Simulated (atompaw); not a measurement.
# terbium: one change to a PAW (atompaw) potential, before and after

terbium (Tb), PAW, made with atompaw 4.2.0.5 (PBE, scalar-relativistic). Core [Kr] 4d10, reference 4f9 5s2 5p6 5d0 6s1 6p1. Waves: 5s (bound): rc 2.00 bohr; 6s (bound): rc 3.00 bohr; 5p (bound): rc 2.25 bohr; 6p (bound): rc 2.60 bohr; 5d (bound, empty): rc 3.00 bohr; 5d channel at 1.9 Ry: rc 3.00 bohr; 4f (bound): rc 0.80 bohr; 4f channel at 0.45 Ry: rc 0.80 bohr. Local part: bessel scheme, radius 2.60 bohr. Core correction: smooth core density matched at 1.85 bohr. Augmentation charge: sinc compensation charge, radius 2.35 bohr; PAW radius 3.00 bohr; waves and projectors: custom polynom vanderbiltortho.

Change: augmentation sinc compensation charge, radius 2.35 bohr; PAW radius 3.00 bohr; waves and projectors: custom rrkj gramschmidtortho.

Cutoffs: the cutoffs (Ry, on a coarse ladder) from which the occupation-weighted sum of valence levels, in a spherical-Bessel basis at the reference potential, stays within 10 and 1 mRy of its value at 400 Ry; they do not see the model core or the augmentation charge, which bear on the density cutoff.

Question: What does the change do?

Answer: The range in which the s phases agree narrows (upper end 3.4 → 2.2); the range in which the d phases agree narrows (upper end at the end of the scan → 2.7); neither file shows a bound ghost.

| quantity | base | changed |
| --- | --- | --- |
| cutoff, loose | 300 Ry | over 300 Ry |
| cutoff, tight | over 300 Ry | over 300 Ry |
| loose cutoff by channel (10 mRy a level) | s 10 Ry, p 12 Ry, f 230 Ry | s 12 Ry, p 15 Ry, f 200 Ry |
| bound ghosts | none | none |
| s: phases at 3.01 bohr within 0.05 rad from the reference energy up to (Ry; the scan ends near 5) | 3.4 | 2.2 |
| p: phases at 3.01 bohr within 0.05 rad from the reference energy up to (Ry; the scan ends near 5) | to the end of the scan | 4.5 |
| d: phases at 3.01 bohr within 0.05 rad from the reference energy up to (Ry; the scan ends near 5) | to the end of the scan | 2.7 |
| f: phases at 3.01 bohr within 0.05 rad from the reference energy up to (Ry; the scan ends near 5) | 4.5 | 4.5 |
| lowest overlap eigenvalue by channel | s 0.52, p 0.71, d 0.92, f 1.00 | s 0.41, p 0.10, d 0.86, f 1.00 |

 The cutoffs see the waves, projectors and local potential, not the compensation charge or the core.
